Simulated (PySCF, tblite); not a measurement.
C3H9NSi2.
Structure used (GFN2-xTB), in Å, numbered top down from 1:
```
atom  x, y, z in Å
C1     3.257   -0.615   -0.458
C2     1.916   -0.188   -0.118
C3     0.800    0.166    0.171
Si4   -0.930    0.719    0.567
N5    -1.544    1.883   -0.558
Si6   -2.384   -1.069    0.572
H7     3.945   -0.359    0.348
H8     3.278   -1.694   -0.611
H9     3.587   -0.122   -1.372
H10   -0.811    1.489    1.816
H11   -1.057    2.759   -0.662
H12   -1.867    1.572   -1.460
H13   -2.454   -1.764   -0.720
H14   -3.763   -0.697    0.905
H15   -1.978   -2.073    1.559
```

The calculation used PBE0/pcSseg-1 in PySCF (dipole) on a GFN2-xTB geometry, gas phase.

Take the most abundant isotopes and a rigid rotor. The values belong to one conformer with, in the numbering `[CH3:1][C:2]#[C:3][Si@@H:4]([NH2:5])[SiH3:6]`, C3–Si4–N5–H -60° and 77°.

Q: What are A, B and C (GHz)?

A: Ia = 149.45, Ib = 478.00, Ic = 585.98 u·Å²; 505379 MHz·u·Å²/I gives 3382, 1057 and 862.5 MHz, that is A = 3.3817, B = 1.0573, C = 0.8625 GHz.

Q: What kind of rotor is it?

A: An asymmetric top: κ = (2 × 1057 − 3382 − 862.5)/(3382 − 862.5) = -0.85.

Q: What does the inertial defect say?

A: Not planar: Δ = Ic − Ia − Ib = -41.46 u·Å². For a rigid frame Δ = −2 Σ m c², so Σ m c² = 20.73 u·Å² lies off the ab plane: 10.30 from hydrogen and 10.44 from heavier atoms. The atom farthest from that plane is 1.84 Å away.

Q: Give the other two planar moments, Paa and Pbb, and the rms extents of the mass along the axes.

A: Paa = Σ m a² = (Ib + Ic − Ia)/2 = 457.27 and Pbb = Σ m b² = (Ia + Ic − Ib)/2 = 128.71 u·Å². With the mass M = 115.03 u, the rms extents √(P/M) along a, b and c are 1.99, 1.06, 0.42 Å.

Q: Where do the levels up to J = 2 lie, in MHz?

A: Above 0(0,0):
J = 1: 1(0,1) 1920, 1(1,1) 4244, 1(1,0) 4439
J = 2: 2(0,2) 5747, 2(1,2) 7889, 2(1,1) 8473, 2(2,1) 15446, 2(2,0) 15458

Q: Which types of transition are allowed, and where do some lines up to J = 4 fall?

A: The dipole components are |μa| = 1.90 D, |μb| = 0.50 D, |μc| = 1.09 D. The squared components, which scale the intensities, stand as 1.00 : 0.07 : 0.33 (a : b : c). Some lines, for components of 0.1 D or more:

| type | branch | J(Ka,Kc) | MHz | lower level (cm⁻¹) |
| --- | --- | --- | --- | --- |
| b | R | 2(0,2) ← 1(1,1) | 1503 | 0.142 |
| b | Q | 4(1,3) ← 4(0,4) | 3537 | 0.635 |
| a | R | 3(2,1) ← 2(2,0) | 5806 | 0.516 |
| c | R | 2(1,1) ← 1(0,1) | 6554 | 0.064 |
| a | R | 4(1,4) ← 3(1,3) | 7267 | 0.445 |
| b | Q | 4(2,3) ← 4(1,4) | 8260 | 0.688 |
| c | R | 2(2,1) ← 1(1,1) | 11202 | 0.142 |
| b | Q | 4(3,1) ← 4(2,2) | 11977 | 0.969 |
| c | R | 3(2,2) ← 2(1,2) | 13317 | 0.263 |
| b | R | 4(2,2) ← 3(1,3) | 15700 | 0.445 |

Its lowest GFN2-xTB frequency is 18i cm⁻¹, too small to tell a flat minimum from a shallow saddle. Constants of a rigid frame at the computed geometry: no zero-point averaging, no centrifugal distortion. A rigid rotor knows nothing of inversion at nitrogen or internal rotation, which can split or shift real lines. Quadrupole hyperfine structure (14N) is left out.

The run took 29 s wall on one thread of an Intel Xeon Platinum 8259CL at 2.50 GHz, no GPU, shared host with 48 logical CPUs at a one-minute load of 33, and the process peaked at 0.74 GiB of memory. This is the PBE0/pcSseg-1 job that gave the dipole, with the shieldings it also computed.
